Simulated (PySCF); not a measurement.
SiH3F, SMILES F[SiH3]. The structure is a stationary point at r2SCAN-D4/def2-TZVP.

These are r2SCAN-D4/def2-TZVP in PySCF values and carry that method's errors.

Harmonic wavenumbers (cm⁻¹): 728, 728, 879, 960, 960, 993, 2241, 2249, 2249. Rotational constants (GHz): 84.66, 14.22, 14.22; symmetry number 3.

### Question
Work out the zero-point energy and the ideal-gas rigid-rotor harmonic-oscillator thermochemistry at 298.15 K and 1 atm.

### Answer
ZPE = ½ Σ hcν = ½ × 11987 cm⁻¹ = 17.14 kcal/mol. H − E(el) = 19.75 kcal/mol. Entropy in cal/(mol K): translation 37.66, rotation 18.28, vibration 1.02, total 56.96. G − E(el) = 2.77 kcal/mol. Cp = 11.28 cal/(mol K).
